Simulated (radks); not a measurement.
Results of a calculation; reference values are marked as such.
Yb V, configuration [Xe] 4f12. Code: a radial shooting solver on a logarithmic mesh with Libxc functionals. Model: scalar-relativistic Kohn-Sham, PBE, spin-polarised, spherical densities, point nucleus; open shells are filled with parallel spins first (spin-orbit coupling, left out, can overturn this in heavy ions).

X-ray form factor f0, the Fourier transform of the density (f0(0) = 66):

sin(theta)/lambda (1/angstrom),f0 (electrons)
0.05,65.462
0.1,63.916
0.15,61.546
0.2,58.606
0.25,55.361
0.3,52.038
0.4,45.754
0.5,40.357
0.6,35.835
0.8,28.725
1,23.531
1.25,19.199
1.5,16.508
2,13.014
